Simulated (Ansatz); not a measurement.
`C[CH2][Ge][CH2]C`, charge 0, multiplicity 1.

**Question.** Give a relaxed structure at PBE0-D4/def2-TZVP (Ansatz). (An estimate is asked.)

**Answer.** The calculation gave: 
Z-matrix (Å, degrees):
```
C
C 1 1.531
H 1 1.094 2 111.8
H 1 1.096 2 112.0 3 120.3
H 1 1.094 2 111.7 3 -120.1
Ge 2 2.002 1 106.9 3 -65.5
H 2 1.093 1 110.1 3 175.8
H 2 1.094 1 110.5 3 56.9
C 6 2.005 2 99.0 1 76.3
C 9 1.520 6 120.8 2 27.1
H 9 1.103 6 102.2 2 -96.1
H 9 1.096 6 106.5 2 155.0
H 10 1.094 9 111.6 6 60.8
H 10 1.095 9 111.8 6 -179.4
H 10 1.092 9 111.9 6 -59.2
```
This is one stationary point; other conformers may exist.
